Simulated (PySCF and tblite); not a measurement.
Results of a calculation; reference values are marked as such.
C9H12O3, numbered as in [CH3:1][O:2][C:3](=[O:4])[c:5]1[cH:6][o:7][c:8]([CH:9]([CH3:10])[CH3:11])[cH:12]1.

Free energies: PBE0-D3(BJ)/6-31G* on GFN2-xTB structures plus GFN2-xTB thermal terms, symmetry and mirror images included. Conformers within 2.5 kcal/mol (GFN2-xTB free energy) were kept, 4 at most. (PySCF 2.14, tblite 0.8.)

Rotational constants are equilibrium values for the commonest isotopes; dipoles come from the energy level named.

Torsions listed: C1–O2–C3–O4, O2–C3–C5–C6, O7–C8–C9–C10.

```
conformer            shape  symmetry
        1      0°, 0°, 61°        Cs
        2    0°, 180°, 61°        Cs
        3    0°, 0°, -119°        Cs
        4  0°, 180°, -119°        Cs
```

Give the rotational constants and dipole components, as needed to look for these species in a jet-cooled rotational spectrum.


```csv
conformer,A (MHz),B (MHz),C (MHz),abs μa (D),abs μb (D),abs μc (D),κ,Ic−Ia−Ib (u Å²)
1,2902,414,393,0.83,1.49,0.00,-0.98,-111.1
2,2510,431,400,1.28,2.00,0.00,-0.97,-111.1
3,2538,431,401,0.62,1.51,0.00,-0.97,-111.2
4,2011,468,414,1.55,1.87,0.00,-0.93,-111.1
```

Which type of transition is strongest for conformer 1?

b-type, since that component is clearly the largest; the top is near-prolate.

The minima are those of GFN2-xTB; planar forms about aryl–S or allylic bonds may be saddles in DFT.


Conformer gaps in 6-31G* on xTB geometries can be 2 kcal/mol off for S=O, P=O and other polar bonds.